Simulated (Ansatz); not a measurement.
Frontier orbitals of FH₄InOSi, SMILES `O[SiH2][InH][F]`.

```xyz
8

O     0.006   -1.688   -0.367
Si   -0.905   -0.583    0.431
In    0.526    1.497   -0.001
F     1.807    0.339   -1.039
H     0.799   -1.298   -0.771
H    -1.036   -0.907    1.877
H    -2.275   -0.473   -0.138
H     1.079    3.113    0.008
```

Charge 0, multiplicity 1. Correlated methods include outer-core shells of In, which these sets cover unevenly. In takes the def2 core potential. The structure was optimised at the PBE0-D4/def2-TZVP level. It is one conformer, not always the lowest. Basis def2-TZVPP, Ansatz.

Orbital energies of one run (eV). Highest occupied ones, from the top: -8.95, -10.27, -11.17, -11.49, -11.66, -12.44, -12.56, -13.73, -14.95, -17.32, -23.08, -23.20, -23.27, -23.32. Empty: -1.32, -0.13, 0.12, 1.89, 1.95, 2.21.

Task: Which functional gave them?
A. PBE0
B. ωB97X-V
C. ωB97M-V
D. CAM-B3LYP

Result: D. HOMO energies: CAM-B3LYP -8.95, ωB97M-V -9.69, PBE0 -7.69, ωB97X-V -9.87 eV.
